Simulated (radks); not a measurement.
The numbers below are computed, except where a source is named.
Rh, configuration [Kr] 4d8 5s1.

Code: a radial shooting solver on a logarithmic mesh with Libxc functionals. Model: scalar-relativistic Kohn-Sham, LDA (Slater exchange, VWN5 correlation), spin-polarised, spherical densities, finite nucleus; open shells are filled with parallel spins first (spin-orbit coupling, left out, can overturn this in heavy ions); Fermi nuclear charge, rms radius 4.4945 fm.

Energy parts (Ry):
part                        energy
total                  -9558.93999
kinetic                 9896.59006
electron-nucleus      -23082.13843
Hartree                 3894.38305
exchange-correlation    -267.77467

Orbitals (lengths in bohr, moments of r in powers of bohr; <r^-3> diverges for s and p1/2; r(90%) holds 90 % of the orbital's charge):
| orbital | occ. | eigenvalue (Ry) | r(90%) | <r^2> | <r^-3> | <1/r> |
|---|---|---|---|---|---|---|
| 1s up | 1 | -1691.052 | 0.0586 | 0.001441 | - | 47.00 |
| 1s down | 1 | -1691.050 | 0.0586 | 0.001441 | - | 47.00 |
| 2s up | 1 | -245.2270 | 0.219 | 0.02379 | - | 10.64 |
| 2s down | 1 | -245.2058 | 0.219 | 0.02379 | - | 10.64 |
| 2p up | 3 | -219.9309 | 0.202 | 0.01871 | 3241 | 10.31 |
| 2p down | 3 | -219.9140 | 0.202 | 0.01871 | 3241 | 10.31 |
| 3s up | 1 | -43.78016 | 0.577 | 0.1754 | - | 3.704 |
| 3s down | 1 | -43.76427 | 0.577 | 0.1753 | - | 3.704 |
| 3p up | 3 | -35.46428 | 0.590 | 0.1778 | 564.2 | 3.531 |
| 3p down | 3 | -35.44711 | 0.589 | 0.1777 | 564.2 | 3.531 |
| 3d up | 5 | -22.12288 | 0.589 | 0.1643 | 76.50 | 3.306 |
| 3d down | 5 | -22.10059 | 0.589 | 0.1642 | 76.51 | 3.306 |
| 4s up | 1 | -6.10154 | 1.43 | 1.089 | - | 1.405 |
| 4s down | 1 | -6.01110 | 1.42 | 1.087 | - | 1.408 |
| 4p up | 3 | -3.75043 | 1.61 | 1.345 | 89.78 | 1.254 |
| 4p down | 3 | -3.65559 | 1.60 | 1.341 | 90.21 | 1.257 |
| 4d up | 5 | -0.49068 | 2.61 | 3.160 | 6.290 | 0.8648 |
| 4d down | 3 | -0.39049 | 2.64 | 3.239 | 6.286 | 0.8628 |
| 5s up | 1 | -0.36650 | 4.83 | 11.79 | - | 0.4003 |
| 5s down | 0 | -0.28873 | 5.13 | 13.03 | - | 0.3846 |

The highest occupied level is 5s up at -4.987 eV. The spin density at the nucleus is 14.13 e/bohr^3 (1s 0.01, 2s -0.41, 3s 0.00, 4s -0.86, 5s 15.39). Spin moment in Bohr magnetons: 3. The density falls to 0.001 e/bohr^3 at r = 4.39 bohr. Summed over all electrons, <r^2> = 50.76 bohr^2, which gives a Langevin (diamagnetic) susceptibility term of -40.2 x 10^-6 cm^3/mol.
